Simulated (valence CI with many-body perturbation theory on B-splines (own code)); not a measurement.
# Ladder of approximations for Bi

Level of theory: valence CI with perturbative core correlation (CI+MBPT): five valence electrons over a frozen Dirac-Fock core [Xe] 4f14 5d10, radial functions for each j: 9 s, 9 p, 8 d, 6 f, 3 g, 1 h, with the one-electron correlation potential Σ1, the two-electron term Σ2, the three-electron term Σ3, Breit, model QED; selected CI, second order for the rest, scaled by the run's own slope (own B-spline code, finite nucleus).

Against 16 measured levels this calculation errs by 254 cm⁻¹ on average and by 606 at most. These come from a selection out of the NIST Handbook of Basic Atomic Spectroscopic Data. Levels without a partner in it may be off by more. Among the levels kept, up to 640 cm⁻¹ of a level comes from second order outside the variational space, and about a tenth of that is noise between levels of different J, which matters for small intervals.

Each rung adds one term. CI alone is the Dirac-Coulomb CI over the frozen core; QED comes last and gives the full result, which names the levels. Energies are above (6s^2 6p1/2^2 6p3/2) J=3/2 on the same rung, in cm⁻¹. A blank means that the level has no clear partner on that rung.

Levels are named by their leading jj configuration (3d3/2^4 stands for four electrons in 3d with j = 3/2), which in mixed levels can hold well under half, so a name can repeat and another be missing. Letters in brackets count levels of one name in rising energy.

```tsv
Level	CI alone	+ Σ1	+ Σ2	+ Σ3	+ Breit	Full
(6s^2 6p1/2 6p3/2^2) J=3/2	10270	11573	11542	11641	11526	11537
(6s^2 6p1/2 6p3/2^2) J=5/2	14117	15750	15582	15675	15536	15548
(6s^2 6p1/2 6p3/2^2) J=1/2	20214	22169	21812	21776	21640	21652
(6s^2 6p1/2^2 7s) J=1/2	31221	34406	32110	32228	32272	32322
(6s^2 6p3/2^3) J=3/2	30119	33630	33581	33666	33370	33394
(6s^2 6p1/2^2 7p1/2) J=1/2	39518	42775	40499	40616	40673	40699
(6s^2 6p1/2^2 7p3/2) J=3/2	41310	44590	42328	42448	42494	42521
(6s^2 6p1/2^2 6d3/2) J=3/2	41654	45320	43340	43475	43503	43528
(6s^2 6p1/2^2 6d5/2) J=5/2	42699	46306	44215	44350	44385	44410
(6s^2 6p1/2 6p3/2 7s) J=3/2 [a]	41936	46817	44642	44914	44792	44864
(6s^2 6p1/2 6p3/2 7s) J=1/2		47837	45675	45875	45831	45883
(6s^2 6p1/2^2 8s) J=1/2		49157	46566	46754	46722	46767
(6s^2 6p1/2 6p3/2 7s) J=5/2	45506	50605	48268	48504	48377	48448
(6s^2 6p1/2^2 8p1/2) J=1/2	48236	51698	49107	49223	49273	49300
(6s^2 6p1/2 6p3/2 7s) J=3/2 [b]			49184	49347	49321	49366
(6s^2 6p1/2^2 8p3/2) J=3/2	48818	52299	49709	49828	49876	49904
(6s^2 6p1/2^2 7d3/2) J=3/2			50408	50597	50539	50584
(6s^2 6p1/2^2 7d5/2) J=5/2	49194	52786	50493	50614	50652	50680
(5f7/2 6s^2 6p1/2^2) J=7/2	49968	53533	51127	51242	51289	51317
(5f5/2 6s^2 6p1/2^2) J=5/2	49980	53546	51130	51247	51294	51323
(6s^2 6p1/2^2 9s) J=1/2	50465	53984	51434	51551	51597	51627
(6s^2 6p1/2^2 9p1/2) J=1/2	51665	55182	52650	52766	52814	52842
(6s^2 6p1/2^2 9p3/2) J=3/2		55432	52899	53019	53066	53095
```

**Question.** How does the ionisation energy move along the ladder, and which term matters most?

**Answer.** CI alone 7.0565, + Σ1 7.4969, + Σ2 7.1947, + Σ3 7.2094, + Breit 7.2173, + QED 7.2213 eV. The largest step is Σ1, 0.4404 eV. NIST lists 7.28552 eV (measured), further off than its uncertainty and the later steps.
